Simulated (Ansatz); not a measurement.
Two isomers of C2H6FNSi: A = `C=C(F)[SiH2]N`, B = `FC/C=N\[SiH3]`.

Calculated with Ansatz (gas phase, PBE0-D4/def2-TZVP geometries, no zero-point term in ΔE). CCSD(T)/CBS adds triple-zeta CCSD(T) − MP2 to the extrapolated MP2 energy (def2 sets, frozen cores). Functionals use def2-TZVPP. B3LYP here is the variant with VWN-RPA as its local correlation; programs differ in this. One conformer a species, not always the lowest.

**Question.** Which isomer does CCSD(T)/CBS put lower? Give the gap. (Estimate.)

**Answer.** Computed: A, by 17.7 kcal/mol.

**Question.** Give E(B) − E(A) in kcal/mol with B2PLYP, MP2/def2-TZVPP, PBE0-D4, PBE-D4, B3LYP-D4, ωB97M-V, HF/def2-TZVPP. (An estimate is asked.)

**Answer.** Computed: B2PLYP 16.2, MP2/def2-TZVPP 16.9, PBE0-D4 16.5, PBE-D4 16.3, B3LYP-D4 15.9, ωB97M-V 17.1, HF/def2-TZVPP 13.8. None reverses the order clearly.

Largest T1 diagnostic: 0.013.

In def2-TZVPP, CCSD(T) changes the Hartree–Fock value by +2.2 kcal/mol (the triples alone add +0.1 kcal/mol) and MP2 by +3.1 kcal/mol.
